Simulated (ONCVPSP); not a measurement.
N (Z = 7), ONCV: configuration errors across variants

* Element: nitrogen (N)
* Generator: ONCVPSP 4.0.1
* Type: optimised norm-conserving Vanderbilt (ONCV)
* Functional: PBE
* Relativity: scalar-relativistic
* Frozen core: [He]
* Valence charge: 5
* Reference configuration: 2s1.5 2p3.5
* Partial waves: 2s: rc 1.10 bohr, ncon 4, nbas 8, qcut 7.6 1/bohr, 2 projectors, debl 1.3 Ha; 2p: rc 2.40 bohr, ncon 4, nbas 8, qcut 5.8 1/bohr, 2 projectors, debl 2.2 Ha
* Local potential: polynomial inside 0.85 bohr (lpopt 3, dvloc0 -1 Ha)
* Core correction: Teter function, fcfact 4.75, rcfact 1.65

All-electron excitation energies from the reference (eV): (1) 2s2 2p3 -5.750; (2) 2s2 2p2 7.841; (3) 2s2 2p1 36.695.

Errors AE − PS in meV (a dash: test not solved or not reliable):

```csv
change,(1),(2),(3),bound ghosts,GHOST(+) flags above zero
base,-8.2,+226,+1244,none,none
s: qcut 4.4,-10.0,+227,+1260,none,none
s: qcut 5.2,-9.6,+227,+1257,none,none
s: qcut 5.9,-9.1,+227,+1252,none,none
s: qcut 7,-8.5,+226,+1246,none,none
s: qcut 7.5,-8.2,+226,+1244,none,none
s: qcut 8.5,-7.9,+226,+1241,none,none
s: qcut 9,-7.7,+226,+1241,none,none
s: qcut 10,-7.5,+226,+1238,none,none
s: qcut 10.8,-7.3,+226,+1238,none,none
```

(1) Give the same row for: s: qcut 11.2.

Results:

(1) -7.3, +226, +1238; bound ghosts: none; GHOST(+) flags above zero: none.
